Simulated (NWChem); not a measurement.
System: MgHSeI; SMILES [SeH][Mg][I]

```xyz
4

Mg    -0.0777     0.5974     0.0002
I     -0.2711    -1.9531    -0.0003
Se     0.1362     3.0103     0.0008
H     -1.3323     3.1343    -0.0075
```
Atoms are numbered in this order, from 1.

All runs: NWChem. Coordinates come from a PBE0/def2-SVP optimisation. No frequency run checked for a minimum. def2 effective core potentials on I; no spin-orbit coupling. Ions are spin-unrestricted doublets at the neutral geometry; other ion states weren't tried.

For level B3LYP/def2-SVP:

| Property | Value |
|---|---|
| vertical ionisation energy, ΔSCF (eV) | 8.95 |
| −ε(HOMO) (eV) | 6.70 |

What are these values for level PBE/def2-SVP?


* **vertical ionisation energy, ΔSCF (eV)**: 8.69
* **−ε(HOMO) (eV)**: 5.86
